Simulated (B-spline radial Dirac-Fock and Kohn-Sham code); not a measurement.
**Magnetic form factor of the 4d shell of Pm¹⁹⁺**

System: promethium as Pm¹⁹⁺ in the configuration [Kr] 4d6.

Method: relativistic Hartree-Fock (Dirac-Fock) wave functions, averaged over the configuration. Computed with a radial atomic solver. ⟨j_K⟩ is the integral of the 4d radial density with the spherical Bessel function j_K(4πsr), s = sin θ/λ.

```tsv
s (Å⁻¹)	⟨j0⟩	⟨j2⟩	⟨j4⟩
0	1.0000	0.0000	0.0000
0.05	0.9921	0.0031	0.0000
0.06	0.9887	0.0045	0.0000
0.07	0.9847	0.0061	0.0000
0.09	0.9748	0.0100	0.0000
0.11	0.9625	0.0149	0.0001
0.13	0.9480	0.0206	0.0002
0.15	0.9313	0.0271	0.0003
0.19	0.8918	0.0423	0.0007
0.23	0.8451	0.0600	0.0014
0.27	0.7923	0.0794	0.0026
0.33	0.7046	0.1104	0.0055
0.4	0.5945	0.1466	0.0110
0.49	0.4515	0.1878	0.0216
0.59	0.3047	0.2204	0.0380
0.71	0.1615	0.2358	0.0620
0.86	0.0445	0.2199	0.0926
1.04	-0.0139	0.1666	0.1191
1.26	-0.0107	0.0893	0.1259
1.52	0.0246	0.0235	0.1025
```

Radial moments of the shell: ⟨r²⟩ = 0.4277, ⟨r⁴⟩ = 0.2730, ⟨r⁶⟩ = 0.2376 in powers of bohr.
